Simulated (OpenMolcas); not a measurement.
Fe.

```json
{
  "Program": "OpenMolcas 26.06",
  "Basis": "ANO-R1 [5s4p2d1f]",
  "Scalar Hamiltonian": "X2C, finite nucleus",
  "Active space": "6 electrons in 5 orbitals (3d)",
  "State averaging": "2S+1 = 5 even, 5 roots; 2S+1 = 3 even, 45 roots; 2S+1 = 1 even, 50 roots (35 in the spin-orbit step)",
  "Spin-orbit coupling": "RASSI with atomic mean-field integrals over the reference wave functions, term energies averaged over their components"
}
```

Two sets of levels on these reference wave functions, in cm⁻¹ above 3d⁶ 4s² ⁵D₄: one from CASSCF and one from MS-CASPT2, IPEA 0.25 Eh, imaginary shift 0.1 Eh (closed shells correlated: 3s 3p 4s).

| Level | Set 1 | Set 2 |
| --- | --- | --- |
| 3d⁶ 4s² ⁵D₄ | 0.0 | 0.0 |
| 3d⁶ 4s² ⁵D₃ | 425 | 428 |
| 3d⁶ 4s² ⁵D₂ | 728 | 727 |
| 3d⁶ 4s² ⁵D₁ | 924 | 920 |
| 3d⁶ 4s² ⁵D₀ | 1021 | 1015 |
| 3d⁶ 4s² ³H₆ | 21900 | 20390 |
| 3d⁶ 4s² ³H₅ | 22120 | 20600 |
| 3d⁶ 4s² ³H₄ | 22290 | 20750 |
| 3d⁶ 4s² ³P₂(1) | 23970 | 18490 |
| 3d⁶ 4s² ³F₄(1) | 25090 | 21250 |
| 3d⁶ 4s² ³P₁(1) | 25210 | 19740 |
| 3d⁶ 4s² ³F₃(1) | 25320 | 21450 |
| 3d⁶ 4s² ³F₂(1) | 25490 | 21610 |
| 3d⁶ 4s² ³P₀(1) | 25740 | 20270 |
| 3d⁶ 4s² ³G₅ | 27670 | 25000 |
| 3d⁶ 4s² ³G₄ | 28060 | 25360 |

Question: Which set is which?

Answer: Set 2 is MS-CASPT2. Its levels of the other terms of 3d⁶ 4s² lie at 0.77 to 0.93 of the other set's values, as expected, since terms of lower spin or lower L gain more correlation energy than the Hund ground term. Against 15 measured levels (NIST Handbook of Basic Atomic Spectroscopic Data) the mean absolute deviation is 520 cm-1 with it and 3000 cm-1 without; single levels miss by up to 1200 cm-1 with it.

Term energies are means over components that CASPT2 splits; among the terms shown or strongly mixed into the levels shown the widest spread is 410 cm-1 (3d⁶ 4s² ³H, MS-CASPT2). Some high roots are left out of the spin-orbit mixing, which shifts the levels that they would mix with. With the s shell closed, the reference lacks s² → p², s² → d² and s → d mixing, so excited terms can stand far too high and out of order, with CASPT2 too. Without dynamic correlation excited terms often stand tens of per cent too high (terms of higher spin than the ground term too low), and those without a measured partner can miss by more than the paired ones (holds for CASSCF). Some levels mix across a computed gap that differs much from the measured one, so their mixing is not that of the real levels (holds for MS-CASPT2). Measured partners are found by configuration, term and J. A level has none where our copy of the source lacks it or the pairing is in doubt (some pairs that miss far off the trend of their configuration count as doubtful), and it then counts in no deviation. Levels of configurations outside the active space are missing. The table leaves out levels that lie high or whose names do not pair safely across all columns.

A number in round brackets counts repeated terms of one configuration in the order of the reference energies.
